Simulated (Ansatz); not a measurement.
Two isomers of CH7AlGeSi: A = `[CH2]1[AlH][GeH2][SiH2]1`, B = `[SiH3][GeH]1[CH2][AlH]1`.

Computed with Ansatz on PBE0-D4/def2-TZVP structures; ΔE is electronic, products minus reactants. CCSD(T)/CBS adds triple-zeta CCSD(T) − MP2 to the extrapolated MP2 energy (def2 sets, frozen cores). DFT in def2-TZVPP. B3LYP here is the variant with VWN-RPA as its local correlation; programs differ in this. For Ge outer-core shells are correlated without core-valence functions, which leaves a few kJ/mol of doubt a bond. Scalar relativity is left out up to krypton.

Which is lower in electronic energy at CCSD(T)/CBS, and by how much? (Estimate.)

Computed: A, by 112.7 kJ/mol.

Give E(B) − E(A) in kJ/mol with PBE-D4, ωB97M-V, B3LYP-D4, PBE0-D4, B2PLYP, B3LYP, r2SCAN-D4. (An estimate is asked.)

The calculation gave: PBE-D4 111.5, ωB97M-V 117.6, B3LYP-D4 110.1, PBE0-D4 118.0, B2PLYP 109.0, B3LYP 106.1, r2SCAN-D4 113.3. None reverses the order clearly.

Largest T1 diagnostic: 0.013.

From PBE to PBE0 (25 % exact exchange), in def2-TZVPP and without D4, E(B) − E(A) moves by +7.0 kJ/mol. The D4 term adds +4.1 kJ/mol with B3LYP and +1.9 kJ/mol with PBE0; it sums over pairs of atoms, weighted by their polarisabilities, and B3LYP, whose exchange is more repulsive, gets the larger term.
